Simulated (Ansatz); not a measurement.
HgF₂⁺, relaxed as a doublet with UKS PBE-D4/def2-TZVP in Ansatz, starting from the GFN1-xTB geometry. Force threshold 0.02 eV/Å.

In the def2 sets Hg takes a core potential; there is no spin–orbit coupling. Another isomer (doublet) lies 0.97 eV lower at PBE0-D4/def2-TZVP; other spin states weren't run for this one.

Start:

```xyz
3

Hg   -0.1064   -0.6836    1.1992
F    -0.7478    0.3964   -0.6405
F     0.8541    0.2871   -0.5587
```

(1) Estimate the energy that the relaxation releases and the steps that it takes.

(2) Does the start keep its bonding and symmetry?

(3) Predict the relaxed structure.

## Answers

(1) 21.4 kcal/mol, in 9 steps; 10 s on 4 threads of Arm Neoverse V2 on a shared host. No frequencies were taken in this run, so the end may be a saddle point.

(2) By distances, no bond broke or formed. The bond that changes most is Hg1–F2, from 2.23 to 2.13 Å (atoms count from 1). A close non-bonded pair moves further: F2–F3, from 1.61 to 2.12 Å. Point group C2v at the start, C2v at the end, both within 0.05 Å.

(3) 
```xyz
3

Hg   -0.102   -0.609    1.068
F    -1.004    0.379   -0.593
F     1.106    0.230   -0.476
```
Bond lengths: 2 × F–Hg 2.13 Å.
